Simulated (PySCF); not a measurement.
## Exercise with solution: entropy of an ideal gas

C₃H₃Cl₂F, SMILES F[C@@H]1CC1(Cl)Cl.

Geometry optimised at B3LYP-D3(BJ)/def2-SVP. The structure was generated by enumeration; whether it is a known compound was not checked.

B3LYP-D3(BJ)/def2-SVP (PySCF) gives the harmonic wavenumbers 169, 211, 264, 322, 449, 471, 557, 760, 815, 937, 988, 1035, 1079, 1108, 1184, 1258, 1383, 1459, 3134, 3167, 3239 cm⁻¹ and the rotational temperatures 0.1378, 0.0946, 0.0672 K. The molar mass is 128.96 g/mol, the symmetry number 1, the spin multiplicity 1.

Problem. Work out the entropy at 298.15 K and 1 atm in the rigid-rotor, harmonic-oscillator model.

Solution. 
Translation (Sackur–Tetrode at 1 atm): S = R[1.5 ln M + 2.5 ln T − 1.16487] = 169.4 J/(mol K).
Rotation: q = (√π/σ) T^1.5/√(θA θB θC) = 308000, S = R[ln q + 3/2] = 117.6 J/(mol K).
Vibration: with u = 1.4388 ν/T, each mode gives R[u/(e^u − 1) − ln(1 − e^−u)]:
```json
[
 {"ν (cm⁻¹)": "169", "modes": "1", "u": "0.82", "S (J/(mol K))": "10.24"},
 {"ν (cm⁻¹)": "211", "modes": "1", "u": "1.02", "S (J/(mol K))": "8.51"},
 {"ν (cm⁻¹)": "264", "modes": "1", "u": "1.27", "S (J/(mol K))": "6.84"},
 {"ν (cm⁻¹)": "322", "modes": "1", "u": "1.55", "S (J/(mol K))": "5.44"},
 {"ν (cm⁻¹)": "449", "modes": "1", "u": "2.17", "S (J/(mol K))": "3.34"},
 {"ν (cm⁻¹)": "471", "modes": "1", "u": "2.27", "S (J/(mol K))": "3.07"},
 {"ν (cm⁻¹)": "557", "modes": "1", "u": "2.69", "S (J/(mol K))": "2.22"},
 {"ν (cm⁻¹)": "760", "modes": "1", "u": "3.67", "S (J/(mol K))": "1.01"},
 {"ν (cm⁻¹)": "815", "modes": "1", "u": "3.93", "S (J/(mol K))": "0.82"},
 {"ν (cm⁻¹)": "937", "modes": "1", "u": "4.52", "S (J/(mol K))": "0.50"},
 {"ν (cm⁻¹)": "988", "modes": "1", "u": "4.77", "S (J/(mol K))": "0.41"},
 {"ν (cm⁻¹)": "1035", "modes": "1", "u": "4.99", "S (J/(mol K))": "0.34"},
 {"ν (cm⁻¹)": "1079", "modes": "1", "u": "5.21", "S (J/(mol K))": "0.28"},
 {"ν (cm⁻¹)": "1108", "modes": "1", "u": "5.35", "S (J/(mol K))": "0.25"},
 {"ν (cm⁻¹)": "1184", "modes": "1", "u": "5.71", "S (J/(mol K))": "0.18"},
 {"ν (cm⁻¹)": "1258", "modes": "1", "u": "6.07", "S (J/(mol K))": "0.14"},
 {"ν (cm⁻¹)": "1383", "modes": "1", "u": "6.67", "S (J/(mol K))": "0.08"},
 {"ν (cm⁻¹)": "1459", "modes": "1", "u": "7.04", "S (J/(mol K))": "0.06"}
]
```
The stiffer modes add less than 0.005 each. Sum 43.7 J/(mol K).
Spin: R ln 1 = 0.0 J/(mol K).
Total 330.7 J/(mol K); the program's own thermochemistry gives 330.7. Translation makes up 51 % and vibration 13 %. Anharmonicity, hindered rotation and orbital degeneracy are left out.
